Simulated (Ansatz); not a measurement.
Coupled-cluster diagnostics for the cluster Fe₂S⁺, Ansatz.

Geometry of the doublet (r2SCAN-D4/def2-TZVP):

```xyz
3

Fe   -1.2882   -0.5021   -0.2770
Fe    0.9962   -0.3609    0.9319
S     0.2920    0.8630   -0.6549
```

Correlated methods freeze 15 core orbitals; core or outer-core shells of Fe are correlated, in sets that lack core-valence functions. The structure comes from a short search, and lower isomers may exist.

Geometry of the charge 1 quartet (r2SCAN-D4/def2-TZVP):

```xyz
3

Fe    0.829    0.560    0.889
Fe   -0.023    0.169   -1.298
S    -0.806   -0.729    0.410
```

(1) Estimate the CCSD(T) correlation energy, the shares of MP2 and (T), T1 and the reference's ⟨S²⟩ for: charge 1, doublet, own geometry in def2-TZVP; charge 1, quartet, own geometry in def2-TZVP; and the rough time on 4 threads of Arm Neoverse V2 on a shared host.

Results:

(1) 
```csv
state,basis,correlation (eV),MP2 share (%),(T) share (%),T1,⟨S²⟩ (pure),wall time,remarks
"charge 1, doublet, own geometry",def2-TZVP,-28.140,94.8,3.6,0.066,4.69 (0.75),47 s,"large T1, spin-contaminated"
"charge 1, quartet, own geometry",def2-TZVP,-30.088,90.8,5.3,0.085,6.45 (3.75),6.6 min,"flagged by the program, large T1, spin-contaminated"
```
Customary marks for T1 are 0.02 (closed shells), 0.045 (open shells) and about 0.05 (3d metals). T1 exceeds 0.02 in 2 of 2 rows and 0.045 in 2; the higher it lies, the less the single-reference result can be trusted.
